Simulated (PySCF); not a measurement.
Species: C8H9OP.
SMILES with atom numbers: `[O:1]=[P@@H:2]1[CH2:3][C@@H:4]1[c:5]1[cH:6][cH:7][cH:8][cH:9][cH:10]1` (hydrogens: H11 on P2; H12, H13 on C3; H14 on C4; H15 on C6; H16 on C7; H17 on C8; H18 on C9; H19 on C10)

The same species was optimised twice, with GFN2-xTB and with PBE0-D3(BJ)/def2-SVP (PySCF), and the same property calculations (PySCF, gas phase) were run on both structures.

| coordinate | GFN2-xTB | PBE0-D3(BJ)/def2-SVP | change |
| --- | --- | --- | --- |
| O1=P2 (Å) | 1.464 | 1.494 | +0.030 |
| C4–C5 (Å) | 1.475 | 1.489 | +0.014 |
| P2–C3 (Å) | 1.799 | 1.785 | -0.014 |
| C5–C6 (Å) | 1.391 | 1.403 | +0.012 |
| C9–C10 (Å) | 1.383 | 1.393 | +0.010 |
| P2–C4 (Å) | 1.819 | 1.809 | -0.010 |
| C7–C8 (Å) | 1.385 | 1.395 | +0.010 |
| C6–C7 (Å) | 1.383 | 1.392 | +0.009 |
| C8–C9 (Å) | 1.384 | 1.393 | +0.009 |
| C5–C10 (Å) | 1.392 | 1.400 | +0.008 |
| C3–C4 (Å) | 1.570 | 1.564 | -0.006 |
| P2–C4–C5 (°) | 120.2 | 122.5 | +2.3 |
| O1–P2–C3 (°) | 125.0 | 126.9 | +1.9 |
| O1–P2–C4 (°) | 126.6 | 127.8 | +1.2 |
| C4–C5–C6 (°) | 121.2 | 121.8 | +0.6 |
| C4–C5–C10 (°) | 119.9 | 119.5 | -0.4 |
| C5–C10–C9 (°) | 120.6 | 120.8 | +0.2 |
| C6–C5–C10 (°) | 118.8 | 118.6 | -0.2 |
| P2–C4–C3 (°) | 63.6 | 63.4 | -0.2 |
| C3–C4–C5–C6 (°) | -39 | -54 | -15 |

Rotational constants: A = 2737, B = 723.5, C = 642.0 MHz (GFN2-xTB) against A = 2762, B = 709.3, C = 613.3 MHz (PBE0-D3(BJ)/def2-SVP). Point groups within 0.08 Å: C1 and C1.

On the GFN2-xTB structure: HOMO (eV) -6.78 [PBE0/pcSseg-1]; LUMO (eV) -0.43 [PBE0/pcSseg-1]; dipole (D) 3.58 [PBE0/pcSseg-1]; GIAO shielding of O1 (ppm) 319.1 [PBE0/pcSseg-1]; GIAO shielding of P2 (ppm) 413.3 [PBE0/pcSseg-1]; GIAO shielding of C3 (ppm) 168.3 [PBE0/pcSseg-1]; GIAO shielding of C4 (ppm) 158.3 [PBE0/pcSseg-1]; GIAO shielding of C5 (ppm) 44.7 [PBE0/pcSseg-1]; GIAO shielding of C6/C10 (mean) (ppm) 53.9 [PBE0/pcSseg-1]; GIAO shielding of C7/C9 (mean) (ppm) 52.9 [PBE0/pcSseg-1]; GIAO shielding of C8 (ppm) 55.1 [PBE0/pcSseg-1].

Q: What do these properties become on the PBE0-D3(BJ)/def2-SVP structure?

A: 
```json
{"property": "HOMO (eV)", "level": "PBE0/pcSseg-1", "on GFN2-xTB": "-6.78", "on PBE0-D3(BJ)/def2-SVP": "-6.89", "change": "-0.11"}
{"property": "LUMO (eV)", "level": "PBE0/pcSseg-1", "on GFN2-xTB": "-0.43", "on PBE0-D3(BJ)/def2-SVP": "-0.49", "change": "-0.06"}
{"property": "dipole (D)", "level": "PBE0/pcSseg-1", "on GFN2-xTB": "3.58", "on PBE0-D3(BJ)/def2-SVP": "3.71", "change": "+0.13"}
{"property": "energy, GFN2-xTB geometry as zero (kcal/mol)", "level": "PBE0/pcSseg-1", "on GFN2-xTB": "0.0", "on PBE0-D3(BJ)/def2-SVP": "-1.8", "change": "-1.8"}
{"property": "GIAO shielding of O1 (ppm)", "level": "PBE0/pcSseg-1", "on GFN2-xTB": "319.1", "on PBE0-D3(BJ)/def2-SVP": "309.6", "change": "-9.5"}
{"property": "GIAO shielding of P2 (ppm)", "level": "PBE0/pcSseg-1", "on GFN2-xTB": "413.3", "on PBE0-D3(BJ)/def2-SVP": "404.5", "change": "-8.8"}
{"property": "GIAO shielding of C3 (ppm)", "level": "PBE0/pcSseg-1", "on GFN2-xTB": "168.3", "on PBE0-D3(BJ)/def2-SVP": "164.7", "change": "-3.6"}
{"property": "GIAO shielding of C4 (ppm)", "level": "PBE0/pcSseg-1", "on GFN2-xTB": "158.3", "on PBE0-D3(BJ)/def2-SVP": "158.0", "change": "-0.3"}
{"property": "GIAO shielding of C5 (ppm)", "level": "PBE0/pcSseg-1", "on GFN2-xTB": "44.7", "on PBE0-D3(BJ)/def2-SVP": "40.3", "change": "-4.4"}
{"property": "GIAO shielding of C6/C10 (mean) (ppm)", "level": "PBE0/pcSseg-1", "on GFN2-xTB": "53.9", "on PBE0-D3(BJ)/def2-SVP": "50.8", "change": "-3.1"}
{"property": "GIAO shielding of C7/C9 (mean) (ppm)", "level": "PBE0/pcSseg-1", "on GFN2-xTB": "52.9", "on PBE0-D3(BJ)/def2-SVP": "50.2", "change": "-2.7"}
{"property": "GIAO shielding of C8 (ppm)", "level": "PBE0/pcSseg-1", "on GFN2-xTB": "55.1", "on PBE0-D3(BJ)/def2-SVP": "52.1", "change": "-3.0"}
```

The heavy atoms differ by 0.141 Å rms after alignment. Among bonds between heavy atoms O1=P2 changes most (+0.030 Å). Changes are differences of the printed values. Neither structure is proved a minimum here.

Shape of the structure used: `[O:1]=[P@@H:2]1[CH2:3][C@@H:4]1[c:5]1[cH:6][cH:7][cH:8][cH:9][cH:10]1`: C3–C4–C5–C6 -54°.
